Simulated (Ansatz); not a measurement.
## Reading a saddle point

A first-order saddle point of BH5SO2, closed shell, PBE0-D4/def2-TZVP, with one imaginary mode of 1021i cm⁻¹:

| atom | x (Å) | y (Å) | z (Å) |
| --- | --- | --- | --- |
| B1 | 0.3510 | -0.1429 | -0.1605 |
| H2 | 1.1648 | 0.7105 | 0.5102 |
| O3 | 0.2769 | 0.3651 | -1.4345 |
| O4 | 0.6637 | -1.4665 | 0.0690 |
| H5 | 0.2409 | 0.8227 | 0.9104 |
| S6 | -1.3893 | 0.4190 | 1.0390 |
| H7 | -0.0223 | -0.3057 | -2.0537 |
| H8 | 0.4177 | -1.8141 | 0.9267 |
| H9 | -1.7035 | 1.4117 | 0.1933 |

Computed with Ansatz 0.2.0 (basis: def2-TZVPP and def2-QZVPP); correlated methods freeze the cores. Extrapolation: Hartree–Fock as exp(−7.88 √X), correlation as X^−2.97.

Question: Which contacts change along the imaginary mode, and what lies on either side? (A judgement: the text doesn't fix the answer.)

Answer: The calculation gives: The step is BH₃O₂ ([OH][BH][OH]) + H₂S → BH₃SO₂ ([OH][B]([OH])[SH]) + H₂, with the molecules in contact on both sides. Shortening one way: B1–S6, H2–H5; lengthening the same way: B1–H2, H5–S6.
| pair | one side (Å) | saddle (Å) | other side (Å) |
| --- | --- | --- | --- |
| B1–S6 | 4.43 | 2.19 | 1.83 |
| H2–H5 | 4.56 | 1.01 | 0.75 |
| B1–H2 | 1.20 | 1.36 | 3.61 |
| H5–S6 | 1.34 | 1.68 | 3.24 |

Question: Which side is lower, and how far does the saddle lie above each? (An estimate is asked for; the value comes from the calculation.)

Answer: By the calculation: The side with B1–S6, H2–H5 short is lower by 6.33 kcal/mol; the saddle lies 49.78 kcal/mol above it and 43.45 kcal/mol above the other (CCSD(T) at an estimated basis limit (MP2 extrapolated from triple and quadruple zeta, plus CCSD(T) − MP2 in triple zeta); electronic energies).

No T1 diagnostic of these runs exceeds 0.013.

Labels in which every atom is bracketed show which atoms are joined, not bond orders.

For scale, one of the runs: CCSD(T)/def2-TZVPP, 205 basis functions, launched by `ansatz run in.yaml --threads 4 --pin off --events-out ev --progress --plain --max-ram 9574MiB`. The run took 78 s on 4 CPU threads of an AMD EPYC 7R43 (shared host), with 2.7 GiB of host memory at its peak.
